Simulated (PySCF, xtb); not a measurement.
C6H8, SMILES C#C[C@H](C)C=C.

GFN2-xTB in xtb at its own geometry gives an orbital gap of 5.24 eV and a dipole moment of 0.54 D.

Geometry: PBE0-D3(BJ)/def2-SVP. The structure was generated by enumeration; whether it is a known compound was not checked. One conformer was computed; it need not be the lowest.

Task: What does B3LYP/def2-TZVP (PySCF) give? (An estimate is asked for; the answer gives what the named calculation found.)

Result: gap 7.05 eV (levels -7.29 and -0.25 eV), dipole 0.63 D.
